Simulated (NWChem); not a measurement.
## silene (CH$_{4}$Si)

```xyz
6

C      0.0000     0.0000     1.1569
Si     0.0000     0.0000    -0.5507
H      0.9266     0.0000     1.7379
H     -0.9266     0.0000     1.7379
H     -1.2496     0.0000    -1.3539
H      1.2496     0.0000    -1.3539
```
Charge 0, spin multiplicity 1.

All runs are NWChem calculations. The geometry was optimised at PBE0/def2-SVP, a minimum by its harmonic frequencies.

Symmetry labels belong to the abelian group C2v used in the runs, with the axes of the coordinates shown.

Question: List the lowest 4 singlet excitations that TD-PBE/def2-SVPD gives, with oscillator strengths.

Answer: 
| state | symmetry | energy (eV) | wavelength (nm) | f |
|---|---|---|---|---|
| 1 | a1 | 5.10 | 243 | 0.219 |
| 2 | b2 | 5.74 | 216 | 0.022 |
| 3 | b2 | 5.97 | 208 | 0.075 |
| 4 | b2 | 6.48 | 191 | 0.110 |
